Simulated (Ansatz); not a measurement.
[WO3Br]- (WBrO₃⁻). Total charge -1; singlet. Geometry B3LYP-D4/def2-SVPD.

```tsv
atom	x (Å)	y (Å)	z (Å)
W1	0.0074	0.1373	0.0685
O2	1.5935	0.8381	-0.1833
O3	-1.2085	1.2010	-0.6098
O4	-0.2778	-0.0442	1.7876
Br5	-0.1145	-2.1322	-1.0630
```

In the def2 sets W takes a core potential; there is no spin–orbit coupling.

(1) Estimate the orbital energies around the gap (eV) in Ansatz with HF/def2-TZVPD, PBE-D4/def2-TZVPD, B97M-V/def2-TZVPD, PBE0-D4/def2-TZVPD, ωB97M-V/def2-TZVPD.

## Answers

(1) 
```
orbital  HF/def2-TZVPD  PBE-D4/def2-TZVPD  B97M-V/def2-TZVPD  PBE0-D4/def2-TZVPD  ωB97M-V/def2-TZVPD
 HOMO−9         -10.58              -5.02              -5.49               -6.58               -8.99
 HOMO−8         -10.25              -4.69              -5.04               -6.30               -8.85
 HOMO−7         -10.25              -4.69              -5.04               -6.30               -8.85
 HOMO−6          -9.74              -4.40              -4.83               -6.07               -8.46
 HOMO−5          -8.22              -3.26              -3.69               -4.66               -7.00
 HOMO−4          -8.22              -3.26              -3.69               -4.66               -7.00
 HOMO−3          -8.17              -3.14              -3.47               -4.59               -6.98
 HOMO−2          -7.68              -2.40              -2.79               -3.91               -6.26
 HOMO−1          -7.45              -2.40              -2.79               -3.91               -6.26
   HOMO          -7.45              -2.13              -2.54               -3.69               -6.08
   LUMO           3.83               2.32               2.48                2.86                3.33
 LUMO+1           5.04               2.51               2.67                3.27                4.36
 LUMO+2           5.04               2.51               2.67                3.27                4.42
 LUMO+3           5.05               3.14               3.27                3.76                4.43
 LUMO+4           5.23               3.47               3.51                3.93                4.64
 LUMO+5           5.23               3.78               3.81                4.15                4.64
```
